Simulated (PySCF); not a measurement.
Telling isomers of C₅H₁₂N₂ apart by NMR

- coordinates at the GFN2-xTB level
- shieldings: GIAO PBE0/pcSseg-1
- run in PySCF
- equivalent nuclei averaged, non-relativistic, gas phase, one computed conformer

δ = σ(ref) − σ, references computed at the same level: 1H (σ = 31.72 ppm) and 13C (σ = 186.93 ppm) vs TMS. Where no couplings were computed, multiplicities follow the n + 1 count of equivalent neighbours, and m marks all less simple cases (inequivalent or close neighbours, rings, F or P nearby). Shifts are as computed. Against solution values, carbons near 30 ppm lie about +3 ppm off and those near 130 ppm about +5 ppm. Of 1211 compounds with measured shifts, 218 miss one by over three times the rms of a fit or turn the order of signals round; such compounds aren't used in these exercises. OH and NH positions are gas-phase values without hydrogen bonding to other molecules.

(1) Tabulate the signals of `C[C@H]1CCCNN1`, `C/N=C\[C@@H](C)NC`, `CCC/C=N/NC`, `CN/N=C/C(C)C` and their relative energies.

(2) What is the quickest way to tell C[C@H]1CCCNN1 from C/N=C\[C@@H](C)NC?

(3) What is the quickest way to tell C[C@H]1CCCNN1 from CCC/C=N/NC?

(4) What is the quickest way to tell C[C@H]1CCCNN1 from CN/N=C/C(C)C?

Results:

(1) 
| SMILES | carbon types | δC | δH | E rel. (kcal/mol) |
| --- | --- | --- | --- | --- |
| C[C@H]1CCCNN1 | 1×CH 3×CH2 1×CH3 | 59.6, 52.0, 37.6, 32.7, 22.7 | 2.92 (m, 1H), 2.91 (m, 1H), 2.86 (br s, 1H), 2.36 (m, 1H), 2.00 (br s, 1H), 1.58 (m, 1H), 1.56 (m, 1H), 1.27 (m, 1H), 1.05 (m, 1H), 1.00 (d, 3H) | 0.0 |
| C/N=C\[C@@H](C)NC | 2×CH 3×CH3 | 176.9, 54.0, 42.1, 38.6, 20.2 | 7.70 (d, 1H), 3.66 (s, 3H), 3.62 (m, 1H), 2.56 (s, 3H), 1.03 (d, 3H), 0.15 (br s, 1H) | 7.3 |
| CCC/C=N/NC | 1×CH 2×CH2 2×CH3 | 133.5, 40.3, 39.0, 24.9, 15.1 | 6.58 (t, 1H), 4.32 (br s, 1H), 3.18 (s, 3H), 2.25 (m, 2H), 1.43 (m, 2H), 0.93 (t, 3H) | 10.5 |
| CN/N=C/C(C)C | 2×CH 3×CH3 | 138.6, 40.2, 37.0, 23.6 | 6.41 (d, 1H), 4.16 (br s, 1H), 3.17 (s, 3H), 2.36 (m, 1H), 1.01 (d, 6H) | 9.8 |

Energies are electronic energies at PBE0/pcSseg-1 on these geometries, without zero-point or thermal terms, each for the one conformer computed, which needn't be the lowest.

(2) Both give the same number of carbon signals, but DEPT or the intensities differ. The first has an sp3 CH2 bonded to N at 52.0 ppm, the second a C=N carbon (CH) at 176.9 ppm. Their most deshielded carbons lie at 59.6 and 176.9 ppm. In the proton spectra the most deshielded non-exchanging signals are 2.92 (m, 1H) and 7.70 (d, 1H).

(3) Both give the same number of carbon signals, but DEPT or the intensities differ. The first has an sp3 CH bonded to N at 59.6 ppm, the second a C=N carbon (CH) at 133.5 ppm. In the proton spectra the most deshielded non-exchanging signals are 2.92 (m, 1H) and 6.58 (t, 1H).

(4) Count the carbon signals: 5 against 4. The first has an sp3 CH2 bonded to N at 52.0 ppm, the second a C=N carbon (CH) at 138.6 ppm. Their most deshielded carbons lie at 59.6 and 138.6 ppm. In the proton spectra the most deshielded non-exchanging signals are 2.92 (m, 1H) and 6.41 (d, 1H).
